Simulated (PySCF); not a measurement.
H3NSi (SMILES N[SiH]), singlet, geometry from GFN2-xTB. Base run: WB97X/cc-pVDZ, TDA (PySCF).

Here is a job for PySCF.
```python
from pyscf import gto, scf, dft, tdscf

mol = gto.Mole()
mol.atom = '''
    Si   -0.255455    0.388379    0.504108
    H    -0.602094    1.471446   -0.464436
    N     0.414163   -0.686043   -0.649758
    H     0.491473   -0.520457   -1.643751
    H     0.787852   -1.585999   -0.401019
'''
mol.basis = 'cc-pvdz'
mol.charge = 0
mol.spin = 0
mol.verbose = 4
mol.build()

mf = dft.RKS(mol)
mf.xc = 'wb97x'
mf.kernel()
td = mf.TDA()
td.nstates = 5
td.kernel()
td.analyze()
```

Each row names what was changed in the base input (with any setting that the change needs).

```
change                           first excitation (eV)  oscillator strength of the first  second (eV)  core-seconds (rough)
-------------------------------  ---------------------  --------------------------------  -----------  --------------------
base                                              3.74                             0.058         6.48                    20
response = full linear response                      ?                                 ?            ?                    40
functional = pbe0                                 3.74                             0.055         6.10                    10
functional = b3lyp                                3.77                             0.054         5.94                    10
basis = def2-SVPD                                    ?                                 ?            ?                    50
conv_tol = 1e-3                                   3.74                             0.058         6.48                    20
functional = lc_wpbe                              3.72                             0.057         6.65                    20
basis = 6-31+G*                                      ?                                 ?            ?                    20
functional = camb3lyp                             3.75                             0.055         6.28                    20
guess vectors = 13 for 5 states                   3.74                             0.058         6.48                    20
```

Q: What belongs in the gaps?

A: 
- response = full linear response, first excitation (eV): 3.59
- response = full linear response, oscillator strength of the first: 0.038
- response = full linear response, second (eV): 6.37
- basis = def2-SVPD, first excitation (eV): 3.63
- basis = def2-SVPD, oscillator strength of the first: 0.047
- basis = def2-SVPD, second (eV): 5.97
- basis = 6-31+G*, first excitation (eV): 3.69
- basis = 6-31+G*, oscillator strength of the first: 0.072
- basis = 6-31+G*, second (eV): 5.72

An iterative solver can miss low states, so a row lists the states that it found.
